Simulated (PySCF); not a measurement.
SMILES C[Si](O)(O)CC[SiH2]N (C3H13NO2Si2) at its GFN2-xTB optimised geometry (Å):

```
21

Si    -2.0528     0.7006     0.0000
C     -2.7509     2.4638     0.0000
O     -2.6071    -0.1915     1.2657
O     -2.6548    -0.0469    -1.3132
C     -0.1442     0.7006     0.0000
C      0.4418    -0.7126    -0.0574
Si     2.3365    -0.7095     0.0108
N      2.8381    -2.3445    -0.2166
H     -2.5677     2.9531    -0.9494
H     -3.8241     2.4519     0.1604
H     -2.3043     3.0768     0.7767
H     -2.4117     0.0774     2.1578
H     -2.8349    -0.9825    -1.2696
H      0.2368     1.2073     0.8891
H      0.2317     1.2692    -0.8505
H      0.1058    -1.1955    -0.9757
H      0.0307    -1.3016     0.7654
H      2.7646    -0.0950     1.2843
H      2.9369     0.0320    -1.1004
H      3.8241    -2.5426    -0.2563
H      2.3661    -3.0768     0.2886
```

Level of theory: PySCF with PBE0/def2-SVP.

Map of the deformation density (molecule minus spherical neutral atoms) (e/bohr³) on the plane z = 0.6 Å:

```
|11111111111111111111111111111|
|11111111111111111111111111111|
|11111111111111111111111111111|
|11111111111111111111111111111|
|11111111111111111111111111111|
|11111111111111111111111111111|
|11111111221111111111111111111|
|11111112971111111111111111111|
|11110232641111111111111111111|
|11111121221111111111111111111|
|11111111221011111111111111111|
|11111111100112851111111111111|
|11111110000123851011111111111|
|11111111320120110001211111111|
|11111112331110110102431111111|
|11111111121000101212431111111|
|11111111111101652210110111111|
|11111111111112962100111111111|
|11111111111111221001221111111|
|11111111111111111101221111111|
|11111111111111111101321111111|
|11111111111111111100211111111|
|11111111111111111100011111111|
|11111111111111111111111111111|
|11111111111111111111111111111|
|11111111111111111111111111111|
|11111111111111111111111111111|
|11111111111111111111111111111|
|11111111111111111111111111111|
```
Scale: ten equal steps from -0.016 (start of '0') to 0.080 (end of '9'), in the order '0123456789'; x runs from -6.00 to 6.00, y from -6.00 (bottom) to 6.00 (top).
